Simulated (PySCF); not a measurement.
Ligands exchanged one at a time, Al I-H. Gas-phase values, no solvent. Strings in code marks are SMILES.

The T1 excitation (TDA) from two functionals at the same geometries (B3LYP-D3(BJ)/def2-TZVP), both in PySCF: PBE-D3(BJ)/def2-TZVP and ωB97X-D3(BJ)/def2-TZVP. Excitations are Tamm–Dancoff values on a coarser integration grid. The basis has no diffuse functions, so Rydberg states are missing or too high.

```json
[
 {"species": "0 of 3 I replaced by H", "PBE-D3(BJ)/def2-TZVP (eV)": "3.76", "ωB97X-D3(BJ)/def2-TZVP (eV)": "4.91"},
 {"species": "1 of 3 I replaced by H", "PBE-D3(BJ)/def2-TZVP (eV)": "3.98", "ωB97X-D3(BJ)/def2-TZVP (eV)": "5.12"},
 {"species": "2 of 3 I replaced by H (`[AlH2][I]`)", "PBE-D3(BJ)/def2-TZVP (eV)": "3.82", "ωB97X-D3(BJ)/def2-TZVP (eV)": "4.84"}
]
```

Over these rows, drawn at random from the members with no instability flagged (it was tested for open shells, ions and some series alone), PBE minus ωB97X-D3(BJ): mean -1.10 eV, from -1.15 eV to -1.02 eV.
